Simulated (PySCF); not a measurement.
Si(CF3)(H)(Me)2, SMILES C[SiH](C)C(F)(F)F (C3H7F3Si) (B3LYP/def2-SVP optimised geometry):

```
14

Si    -0.171    -0.755     0.000
C     -0.922    -1.582    -1.510
C      1.708    -0.755     0.000
C     -0.754     1.095     0.000
F     -2.102     1.210     0.028
F     -0.278     1.786     1.061
F     -0.330     1.747    -1.112
H     -0.710    -1.339     1.261
H     -0.572    -1.100    -2.437
H     -0.643    -2.648    -1.552
H     -2.021    -1.519    -1.485
H      2.102    -0.260    -0.902
H      2.099    -0.223     0.882
H      2.099    -1.786     0.022
```

Computed with B3LYP/def2-TZVP (PySCF 2.14.0).

What are the frontier orbital energies and the dipole moment?

HOMO-2 -9.33 eV, HOMO-1 -9.12 eV, HOMO -8.86 eV, LUMO 0.39 eV, LUMO+1 0.67 eV; dipole moment 2.87 D.

On the same geometry PBE/def2-TZVP (PySCF) gives HOMO-2 -8.11 eV, HOMO-1 -7.97 eV, HOMO -7.49 eV, LUMO -0.10 eV, LUMO+1 0.10 eV; dipole moment 2.67 D.

Meta-Löwdin charges at B3LYP/def2-TZVP: Si1 0.80, C2 -0.59, C3 -0.59, C4 0.56, F5 -0.28, F6 -0.28, F7 -0.29, H8 -0.11, H9 0.13, H10 0.13, H11 0.13, H12 0.13, H13 0.13, H14 0.13.
